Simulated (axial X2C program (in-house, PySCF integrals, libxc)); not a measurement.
# Potential curves of GeBr, 2c

Computed with an in-house relativistic program for diatomic molecules. Two-component (2c) means X2C with spin–orbit coupling and atomic mean-field two-electron Coulomb and Gaunt terms. Basis: Br dyall-cv3z [8s9p6d4f1g], Ge dyall-cv3z [9s9p7d4f1g] (cores contracted in-house); Gaussian nuclei, density fitting, unrestricted open shells. Masses: Br 78.918 u, Ge 73.921 u.

State: Ω = 1/2 (⟨Sz⟩ = -0.50, ⟨Lz⟩ = 1.00 at r2SCAN0). Energies in cm⁻¹ from the lowest point of each curve. Fits are polynomials in 1 − R0/R over 0.85 to 1.23 times the lowest point R0.

```json
{"R (Å)": "2.0262", "r2SCAN0": "6107", "CCSD(T)": "", "PBE0": "6562"}
{"R (Å)": "2.1194", "r2SCAN0": "2370", "CCSD(T)": "3118", "PBE0": "2673"}
{"R (Å)": "2.1893", "r2SCAN0": "841", "CCSD(T)": "1298", "PBE0": "1037"}
{"R (Å)": "2.2591", "r2SCAN0": "116", "CCSD(T)": "326", "PBE0": "211"}
{"R (Å)": "2.3290", "r2SCAN0": "0", "CCSD(T)": "0", "PBE0": "0"}
{"R (Å)": "2.4105", "r2SCAN0": "436", "CCSD(T)": "229", "PBE0": "333"}
{"R (Å)": "2.4920", "r2SCAN0": "1317", "CCSD(T)": "936", "PBE0": "1119"}
{"R (Å)": "2.5968", "r2SCAN0": "2887", "CCSD(T)": "2322", "PBE0": "2577"}
{"R (Å)": "2.7249", "r2SCAN0": "5204", "CCSD(T)": "", "PBE0": "4770"}
{"R (Å)": "2.9113", "r2SCAN0": "8891", "CCSD(T)": "", "PBE0": "8301"}
```

Correlated methods: 11 electrons correlated (number of frozen shells: Br 3 s, 2 p, 1 d; Ge 3 s, 2 p, 1 d), 249 virtual spin orbitals or spinors in MP2, 90 natural virtuals in coupled cluster.

The state is a single determinant with fixed occupations, the lowest that a limited PBE0 search found. Density functionals use the spin component along the axis (collinear). Coupled cluster ran in a truncated set of natural virtual spinors; the MP2 energy of the rest was added. (T) has no such correction and the atoms are truncated less, which lowers De at CCSD(T) by a hundredth of an eV or more. The functionals have no current-density term, which raises determinants with orbital currents, atoms included. With the outer-core shells frozen, correlated bond lengths of heavy atoms tend to come out a few hundredths of an ångström too long. Coupled cluster ran on the points near the minimum only. MP2 and coupled cluster on one determinant become unreliable at the stretched end.

What are Re and ωe at the r2SCAN0 level?

At r2SCAN0, 2c: Re = 2.309 Å, ωe ≈ 299 cm⁻¹; Be follows as 0.0828 cm⁻¹.

What are Re and ωe at the CCSD(T) level?

At CCSD(T), 2c: Re = 2.338 Å, ωe ≈ 292 cm⁻¹; Be follows as 0.0808 cm⁻¹.

What are Re and ωe at the PBE0 level?

At PBE0, 2c: Re = 2.322 Å, ωe ≈ 293 cm⁻¹; Be follows as 0.0819 cm⁻¹.
